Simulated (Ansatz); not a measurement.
Computed with Ansatz on PBE0-D4/def2-TZVP structures; ΔE is electronic, products minus reactants. CCSD(T)/CBS adds triple-zeta CCSD(T) − MP2 to the extrapolated MP2 energy (def2 sets, frozen cores). DFT in def2-TZVPP. B3LYP here is the variant with VWN-RPA as its local correlation; programs differ in this. def2 core potentials past Kr. For Ge, Te outer-core shells are correlated without core-valence functions, which leaves a few kJ/mol of doubt a bond. Scalar relativity is left out up to krypton. One conformer a species, not always the lowest.

Consider the substitution at a C–Ge bond: `[CH3][GeH]([OH])[TeH]` + `C[SiH](N)S` → `CN[SiH](C)S` + `[OH][GeH2][TeH]`.

`[CH3][GeH]([OH])[TeH]`:

Cartesian coordinates in Å:
```
C -1.341 -0.527 0.290
Ge 0.118 0.634 -0.234
O 0.939 1.025 1.300
Te 1.763 -0.459 -1.869
H -0.940 -1.438 0.734
H -1.948 -0.786 -0.578
H -1.959 -0.014 1.028
H -0.333 1.930 -0.941
H 1.801 1.423 1.160
H 1.899 -1.789 -0.890
```

`C[SiH](N)S`:

```xyz
11

C     0.957    0.522   -1.021
Si   -0.287    0.146    0.311
N     0.229   -1.267    1.123
S    -2.243   -0.319   -0.439
H     0.649    1.403   -1.589
H     1.941    0.728   -0.590
H     1.047   -0.317   -1.714
H    -0.471    1.359    1.160
H     1.205   -1.497    1.204
H    -0.325   -1.693    1.847
H    -2.702    0.935   -0.293
```

`CN[SiH](C)S`:

```xyz
14

C    -1.058    1.544   -0.800
N    -1.088    0.126   -0.517
Si   -0.014   -0.722    0.510
C     1.702   -0.024    0.324
S    -0.189   -2.763   -0.128
H    -1.670    2.140   -0.111
H    -1.403    1.745   -1.819
H    -0.033    1.913   -0.732
H    -1.984   -0.303   -0.688
H    -0.356   -0.730    1.965
H     2.407   -0.640    0.888
H     2.014   -0.018   -0.722
H     1.766    0.995    0.716
H    -0.094   -3.262    1.114
```

`[OH][GeH2][TeH]`:

```xyz
7

O     1.631   -0.633    0.288
Ge   -0.146   -0.562    0.294
Te   -1.026    0.788   -1.694
H     2.028    0.218    0.085
H    -0.577   -2.026    0.165
H    -0.655    0.104    1.585
H    -1.255    2.110   -0.723
```

```tsv
level	ΔE (eV)
PBE	0.83
B3LYP	0.83
MP2/def2-TZVPP	0.96
MP2/def2-QZVPP	0.97
```

(1) What does CCSD(T)/CBS give? (Estimate.)

Largest T1 diagnostic among the species: 0.011.

Answers

(1) Computed: +0.92 eV. The listed levels differ from it by -0.09, -0.09, 0.04, 0.05 eV.

In def2-TZVPP, CCSD(T) changes the Hartree–Fock value by +0.08 eV (the triples alone add +0.01 eV) and MP2 by +0.14 eV.
